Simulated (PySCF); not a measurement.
**Magnetic susceptibility: `InChI=1S/C7H8Cl2/c1-3-4-6(2)5-7(8)9/h3-5H,2H2,1H3/b4-3+`**

Cartesian coordinates in Å; atom numbers follow the order of the lines, from 1:
```xyz
17

C     0.4251    2.1511   -0.9414
C     0.4540    0.9034   -0.4623
C     1.7497    0.2219   -0.3221
C     2.1767   -0.4072    0.7675
Cl    1.2860   -0.5266    2.2333
Cl    3.7281   -1.1582    0.8401
C    -0.7754    0.2057   -0.1080
C    -0.9073   -1.1140   -0.0031
C    -2.1833   -1.8047    0.3282
H     1.3235    2.6720   -1.2232
H    -0.5005    2.6882   -1.0524
H     2.4267    0.2884   -1.1624
H    -1.6429    0.8397    0.0241
H    -0.0553   -1.7606   -0.1682
H    -2.9908   -1.0922    0.4788
H    -2.4604   -2.4890   -0.4739
H    -2.0609   -2.3974    1.2350
```

Level of theory: GIAO PBE0/pcSseg-1 magnetisability, rotational g tensor and spin-rotation constants, non-relativistic, gas phase in PySCF 2.14.0. Geometry: GFN2-xTB.

Question: How diamagnetic is it, and how anisotropic?

Answer: Isotropic -1538 × 10⁻³⁰ J/T², or -92.6 × 10⁻⁶ cm³/mol; principal values -1709, -1484, -1420 × 10⁻³⁰ J/T², anisotropy 263 × 10⁻³⁰ J/T² (root of half the summed squared differences of the principal values). The susceptibility is in cgs units.

Question: Split it along the inertial axes a, b, c into diamagnetic and paramagnetic parts about the centre of mass, with the quadrupole moment.

Answer: 
| axis | χ (10⁻⁶ cm³/mol) | diamagnetic (10⁻⁶ cm³/mol) | paramagnetic (10⁻⁶ cm³/mol) | summed x² of all electrons (Å²) | quadrupole Θ (D Å) |
| --- | --- | --- | --- | --- | --- |
| a | -88.9 | -913.2 | 824.4 | 321.7 | -0.02 |
| b | -90.3 | -1614.1 | 1523.8 | 156.5 | +3.89 |
| c | -98.6 | -2029.1 | 1930.5 | 58.7 | -3.87 |

Anisotropies 2χaa − χbb − χcc = +11.2 and 2χbb − χaa − χcc = +6.9 × 10⁻⁶ cm³/mol. Θ is traceless in Buckingham's convention.

Question: And the rotational g tensor?

Answer: 
```csv
axis,rotational constant (GHz),g,nuclear part,electronic part
a,1.5209,-0.0203,0.5688,-0.5890
b,0.7699,-0.0106,0.5406,-0.5512
c,0.6144,-0.0047,0.5525,-0.5572
```
Asymmetric top; isotopes 12C, 35Cl, 1H; no vibrational averaging.
